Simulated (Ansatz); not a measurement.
The first iterations of a band of CH₅GeNOS (10 atoms, charge 0, multiplicity 1).

All numbers below come from RKS PBE0-D4/def2-mTZVP in Ansatz 0.2.0.

```
movable images  : 5
climbing image  : yes
spring          : 5.0 eV/Å²
optimiser       : quadratic models (default)
start path      : IDPP
force threshold : 0.05 eV/Å
iteration limit : 50
end points      : relaxed
```

First end point:

```xyz
10
Properties=species:S:1:pos:R:3
O 0.440 -1.561 0.498
C 0.310 -0.439 0.933
S 0.621 -0.019 2.667
N -0.078 0.611 0.177
Ge -0.429 0.308 -1.636
H 0.951 -1.287 2.983
H -0.165 1.519 0.610
H 0.847 -0.193 -2.315
H -0.831 1.699 -2.152
H -1.583 -0.689 -1.761
```

Last end point:

```xyz
10
Properties=species:S:1:pos:R:3
O -1.259 -0.682 0.888
C -0.160 -0.196 1.041
S 0.611 -0.015 2.669
N 0.598 0.262 0.022
Ge -0.091 0.133 -1.713
H -0.443 -0.566 3.304
H 1.504 0.658 0.226
H 1.024 0.738 -2.580
H -1.378 0.957 -1.803
H -0.323 -1.342 -2.051
```

| iteration | highest image above the first end (eV) | largest band force component (eV/Å) |
| --- | --- | --- |
| 1 | 0.206 | 0.854 |
| 2 | 0.103 | 0.525 |

Task: Does the band converge within its limit, and where does its top end?

Result: The run converged. It ended after 6 iterations with the highest image 0.086 eV above the first end. A vibrational analysis at the climbing image gives one clearly imaginary mode, 123i cm⁻¹: a first-order saddle point.

Time of the run: 2.8 min on 2 threads of Arm Neoverse V1 (shared host), peak memory 0.35 GiB.
